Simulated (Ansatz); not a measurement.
Geometry optimisation, RHF/cc-pVDZ in Ansatz 0.2.0.

Input file:

```yaml
crystal:
  periodic: [false, false, false]
  atoms:
    - { symbol: B, position_ang: [0.0, 0.0, 0.0] }
    - { symbol: Cl, position_ang: [0.0, 0.0, 2.21] }
    - { symbol: "N", position_ang: [1.3423, 0.0, -0.775] }
    - { symbol: H, position_ang: [1.8089, -0.9179, -1.0268] }
    - { symbol: H, position_ang: [1.7937, 0.9179, -1.0532] }
    - { symbol: Cl, position_ang: [-1.6108, 0.0, -0.93] }
    - { symbol: F, position_ang: [-0.2026, 1.5239, 0.5108] }
    - { symbol: H, position_ang: [-0.1574, 1.184, 1.5499] }
basis:
  gaussian: { orbitals: cc-pVDZ }
hamiltonian:
  xc: hf
relax:
  f_tol: 0.15
  max_steps: 25
  restrain:
    - { distance: [0, 6], at: 2.52, k: 30.0 }
    - { distance: [7, 1], at: 2.57, k: 30.0 }
    - { distance: [0, 1], at: 1.86, k: 30.0 }
    - { distance: [7, 6], at: 0.92, k: 30.0 }
```

Run as:

```bash
$ ansatz run input.yaml --threads 1 --pin off --max-ram 2048MiB --backend cpu --events-out ev --progress --plain --runs-dir out
```

Problem. Where does it end, and by what steps?

Solution. The forces met the threshold. The restraints hold the end off the free minimum. After 11 steps the energy has fallen by 3.959 eV (the restraints' own energy left out); H5 moved furthest, 1.12 Å. Parted: B1–F7 (1.62 → 2.53 Å), Cl2–H8 (1.36 → 2.57 Å).

```tsv
step	energy less start (eV)	largest force component (eV/Å)	accepted
0	0.0000	4.427	yes
1	-0.8764	2.658	yes
2	-1.3906	2.806	yes
3	-1.9736	2.793	yes
4	-2.7729	1.433	yes
5	-3.1210	0.622	yes
6	-3.3149	0.771	yes
7	-3.5267	1.505	yes
8	-3.7202	0.782	yes
9	-3.8948	0.676	yes
10	-3.9566	0.677	yes
11	-3.9586	0.670	yes
```

```xyz
8
Properties=species:S:1:pos:R:3
B 0.040 -0.208 -0.090
Cl 0.016 -0.756 1.663
N 1.246 -0.137 -0.750
H 2.118 -0.279 -0.285
H 1.311 0.151 -1.704
Cl -1.505 0.001 -0.929
F -0.026 2.131 0.878
H -0.226 1.805 1.703
```

The run took 47 s on 1 thread of Intel(R) Xeon(R) Platinum 8259CL CPU @ 2.50GHz (Skylake/Cascade Lake), on a shared host, peak memory 0.21 GiB.
